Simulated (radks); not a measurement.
The numbers below are computed, except where a source is named.
Problem. The mean radii <r> (bohr) of the occupied orbitals of an atom or ion are listed with their occupations. Level of theory: Dirac Kohn-Sham, PBE, spin-unpolarised, spherical densities, point nucleus (a radial shooting solver on a logarithmic mesh with Libxc functionals).

orbital  occ.      <r>
1s1/2       2  0.02150
2s1/2       2  0.09092
2p1/2       2  0.07587
2p3/2       4  0.08281
3s1/2       2   0.2373
3p1/2       2   0.2269
3p3/2       4   0.2397
3d3/2       4   0.2117
3d5/2       6   0.2157
4s1/2       2   0.5007
4p1/2       2   0.5025
4p3/2       4   0.5231
4d3/2     1.2   0.5218
4d5/2     1.8   0.5278

Name the element and its charge. Open shells, if any, are shared by 2j + 1.

Solution. Z = 65, terbium, charge +26: Tb26+ in [Kr] 4d3. The 1s radius gives Z: for a bare nucleus <r> = (2 gamma + 1)/(2Z) with gamma = sqrt(1 - (Z/c)^2), 0.02124 bohr for Z = 65, and screening makes it slightly larger (0.02150 here). The occupations add up to 39, and the charge is Z minus that.
